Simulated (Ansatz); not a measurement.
AlH₃, SMILES [AlH3].

Geometry: B3LYP-D3(BJ)/def2-TZVPD. The isomer is the one that the SMILES or the coordinates give; other isomers of the formula were not compared.

Two levels are set side by side: PBE/def2-TZVPD (Ansatz, a first-principles code) and CAM-B3LYP/def2-TZVPD (Ansatz). Energy differences of separate SCF runs at the same geometry; the states with an electron removed or added have multiplicity 2 and 2. Differences are taken from unrounded values.

| quantity | CAM-B3LYP | PBE | PBE minus CAM-B3LYP |
|---|---|---|---|
| vertical ionisation energy (eV) | 11.34 | 10.92 | -0.42 |
| vertical singlet–triplet gap (eV) | 5.16 | 4.56 | -0.60 |
